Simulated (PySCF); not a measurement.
An unknown is described by computed data only.

Formula: C3H8Cl2O2Si.

| Quantity | Value |
| --- | --- |
| NMR, other nuclei | isotropic shieldings of nuclei other than C and H, by class: 271 (1 O), 313 (1 O), 370 (1 Si), 687 (2 Cl) ppm [GIAO B3LYP/pcSseg-1] |
| 13C NMR | chemical shifts (computed TMS as zero) by class: 89.7 (1 C), 72.0 (1 C), 55.0 (1 C) ppm [GIAO B3LYP/pcSseg-1] |
| Rotational structure | rotational constants A, B, C: 1.914, 0.659, 0.606 GHz [PBE0-D3(BJ)/def2-SVP] |
| Valence photoelectron | vertical ionisation energy: 10.31 eV [ΔSCF wB97X-D/def2-SVPD] |
| UV, strongest line | among the 10 lowest singlet transitions: S8 at 8.12 eV (153 nm, f = 0.022) [TDDFT wB97X-D/def2-SVPD] |
| UV, first state | lowest singlet excitation: 7.07 eV (175 nm, f = 0.003) [TDDFT wB97X-D/def2-SVPD] |

The electronic properties come from PySCF, for the isolated species, density fitting. Levels stand in brackets. Geometry: PBE0-D3(BJ)/def2-SVP, one conformer, isolated molecule. Each NMR value is the plain mean over a class of atoms that symmetry, rotation or inversion makes alike.

Problem. What is the compound? Reason from the data.

Solution. Numbering: `[CH3:1][O:2][SiH2:3][O:4][CH2:5][CH:6]([Cl:7])[Cl:8]`. Its formula, C3H8Cl2O2Si, gives 0 degrees of unsaturation, so no ring and no π bond. 3 carbons fall into 3 classes; from least to most shielded: CHCl2 carbon [C6] (89.7 ppm), sp3 carbon bound to oxygen [C5] (72.0 ppm), methoxy carbon [C1] (55.0 ppm). The other shieldings belong to: 271 ppm, silyl ether oxygen [O4]; 313 ppm, silyl ether oxygen [O2]; 370 ppm, oxygen-bound silicon [Si3]; 687 ppm, alkyl chlorine [Cl7/Cl8]. The first electron is taken from the HOMO, whose largest Löwdin shares are 0.24 on a silyl ether oxygen, 0.13 on the oxygen-bound silicon, 0.12 on a silyl ether oxygen and 0.09 on an Si–H hydrogen. The optimised geometry has point group C1 and is an asymmetric top. Structure: `CO[SiH2]OCC(Cl)Cl`. The assignments are read from this structure; whether some other isomer fits the data as well wasn't checked. NMR values of atoms bound to several Cl lack the spin–orbit term that these neighbours bring.

Shape of the structure used: `[CH3:1][O:2][SiH2:3][O:4][CH2:5][CH:6]([Cl:7])[Cl:8]`: C1–O2–Si3–O4 105°, O2–Si3–O4–C5 -21°, Si3–O4–C5–C6 -100°, O4–C5–C6–Cl7 63°.
